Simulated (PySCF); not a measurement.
**Electronic structure of N³⁺ (nitrogen, charge +3) at the UHF level**

Configuration: [He] 2s2, closed-shell 1S. Computed with PySCF 2.14 in def2-SVP (3s2p1d, 14 functions), with no relativity, point nucleus.

```
Total energy                                     : -50.995655 hartree
One-electron energy                              : -60.1937 hartree
Hartree (Coulomb) energy                         : 14.2955 hartree
Exchange energy                                  : -5.0974 hartree
Kinetic energy                                   : 50.74021 hartree
⟨S²⟩                                             : 0.0000
⟨L²⟩                                             : 0.000
Sum of ⟨r⟩                                       : 2.726 bohr
Sum of ⟨r²⟩                                      : 3.140 bohr²
Density at the nucleus (Gaussians lack the cusp) : 191 bohr⁻³
Langevin diamagnetic susceptibility              : -2.49 ×10⁻⁶ cm³/mol
Time after the integrals                         : 0.05 s of wall time on 1 thread of Neoverse-N1 (shared host)
```

```
shell  electrons  mean orbital energy (hartree)  rms radius, mean of both spins (bohr)
   1s          2                      -18.15598                                  0.264
   2s          2                       -2.74283                                   1.23
```
